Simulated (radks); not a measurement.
Question: Neutral caesium, [Xe] 6s1. All-electron calculation, non-relativistic Kohn-Sham, PBE, spin-polarised, spherical densities, point nucleus. Program: a radial shooting solver on a logarithmic mesh with Libxc functionals. Every spin shell is full or empty, so the densities are truly spherical. Functionals are evaluated on that one density, not self-consistently. Rank these exchange functionals by their error against the exact value of the orbitals, and give that value: LDA, B88, PBE, PBEsol, PW91, PW86, OPTX, AM05, EV93, APBE, TPSS, SCAN, MS2, Tao-Mo, MVS.

Answer: Exact: -184.037 hartree. From best to worst, with 100 (|E| - |E exact|)/|E exact| (equal figures are ties): B88 +0.01, PW91 -0.02, MVS +0.05, SCAN +0.14, PW86 -0.24, APBE +0.28, TPSS -0.33, EV93 -0.38, PBE -0.43, MS2 -0.62, Tao-Mo -0.83, OPTX +1.30, PBEsol -2.21, AM05 -4.39, LDA -4.69.
